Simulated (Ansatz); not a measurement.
Reaction (ligand exchange at the Si–I bond): `Cl[Si](Cl)(Cl)I` + `O[SiH3]` → `[SiH3]O[Si](Cl)(Cl)Cl` + HI

Computed with Ansatz on PBE0-D4/def2-TZVP structures; ΔE is electronic, products minus reactants. CCSD(T)/CBS is the MP2 limit (def2-TZVPP, def2-QZVPP) plus CCSD(T) − MP2 in def2-TZVPP, frozen cores. Functionals use def2-TZVPP. def2 core potentials past Kr. For I outer-core shells are correlated without core-valence functions, which leaves a few kJ/mol of doubt a bond. One conformer a species, not always the lowest.

```tsv
species	ωB97X-V energy (Eh)
`Cl[Si](Cl)(Cl)I`	-1967.79219
`O[SiH3]`	-367.12562
`[SiH3]O[Si](Cl)(Cl)Cl`	-2036.64616
HI	-298.29356
```

Work out ΔE.

ΔE = (-2036.64616) + (-298.29356) − (-1967.79219) − (-367.12562) = -0.02191 Eh = -0.60 eV. CCSD(T)/CBS gives -0.54 eV.

Largest T1 diagnostic among the species: 0.011.

From PBE to PBE0 (25 % exact exchange), in def2-TZVPP and without D4, ΔE moves by −0.07 eV. In def2-TZVPP, CCSD(T) changes the Hartree–Fock value by +0.17 eV (the triples alone add +0.04 eV) and MP2 by +0.30 eV.
